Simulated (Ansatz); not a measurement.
Cost and result for the atomization energy of C$_{6}$H$_{7}$NO, SMILES `Cc1cc(O)ccn1` (15 atoms, 15 bonds).

```xyz
15

C     1.469    1.667   -0.771
C     0.433    0.628   -0.473
C     0.440   -0.044    0.746
C    -0.531   -1.001    0.996
O    -0.597   -1.698    2.147
C    -1.481   -1.257    0.015
C    -1.399   -0.535   -1.158
N    -0.474    0.387   -1.416
H     2.476    1.243   -0.727
H     1.428    2.483   -0.044
H     1.301    2.074   -1.766
H     1.199    0.181    1.490
H     0.116   -1.422    2.731
H    -2.253   -1.998    0.177
H    -2.126   -0.710   -1.947
```

Total charge 0; spin multiplicity 1. The structure was optimised at the PBE0-D4/def2-TZVP level. It is one conformer, not always the lowest. Program: Ansatz. All runs use 2 threads of an AMD EPYC 7R13 on a shared host and a share of an NVIDIA H100 80 GB. Times are those of one run each, without the atoms' runs, and a repeat can differ threefold. Electronic energies, without spin–orbit coupling; frozen cores. CCSD(T)/CBS adds CCSD(T) − MP2 in def2-TZVPP to the MP2 limit, and its time is that of the two runs behind it. T1 = 0.013; the RHF reference is unstable towards UHF. B3LYP takes the VWN-RPA correlation (the form of Gaussian; ORCA's B3LYP/G). HSE06 is the plane-wave form, built on full-range PBE exchange.

CCSD(T)/CBS is a level of theory with its own doubt, some kJ/mol a heavy atom from the limit and from the frozen cores, so smaller differences don't rank the functionals.

| level | functions | wall time | atomization (kcal/mol) | difference from CCSD(T)/CBS | per bond |
| --- | --- | --- | --- | --- | --- |
| revPBE-D4/def2-TZVPP | 346 | 6 s | 1664.4 | 26.5 | 1.8 |
| PBE0-D4/def2-TZVPP | 346 | 6 s | 1669.2 | 31.3 | 2.1 |
| BLYP-D4/def2-TZVPP | 346 | 6.5 s | 1655.0 | 17.1 | 1.1 |
| ωB97X-V/def2-TZVPP | 346 | 7 s | 1645.8 | 7.9 | 0.5 |
| B3LYP-D4/def2-TZVPP (with forces) | 346 | 7 s | 1648.3 | 10.4 | 0.7 |
| PBE-QIDH/def2-TZVPP | 346 | 7.5 s | 1646.0 | 8.1 | 0.5 |
| B97M-V/def2-TZVPP | 346 | 8.5 s | 1650.1 | 12.2 | 0.8 |
| HSE06-D4/def2-TZVPP | 346 | 8.5 s | 1670.8 | 32.9 | 2.2 |
| CAM-B3LYP-D4/def2-TZVPP | 346 | 8.5 s | 1652.9 | 15.0 | 1.0 |
| CCSD(T)/def2-SVP | 147 | 8.5 s | 1570.5 | -67.4 | -4.5 |
| MP2/def2-QZVPP | 666 | 12 s | 1668.6 | 30.7 | 2.0 |
| CCSD(T)/def2-TZVPP | 346 | 15 s | 1595.4 | -42.5 | -2.8 |
| CCSD(T)/CBS(def2) | – | 27 s | 1637.9 | 0.0 | 0.0 |

From PBE to PBE0 (25 % exact exchange), in def2-TZVPP and without D4, the atomization energy moves by −40.4 kcal/mol: exact exchange takes away binding that semilocal exchange gives to molecules. The D4 term adds +14.3 kcal/mol with B3LYP and +7.6 kcal/mol with PBE0; it sums over pairs of atoms, weighted by their polarisabilities, and B3LYP, whose exchange is more repulsive, gets the larger term. In def2-TZVPP, CCSD(T) changes the Hartree–Fock value by +424.6 kcal/mol (the triples alone add +33.4 kcal/mol) and MP2 by +472.8 kcal/mol; breaking electron pairs costs correlation energy, which Hartree–Fock lacks.
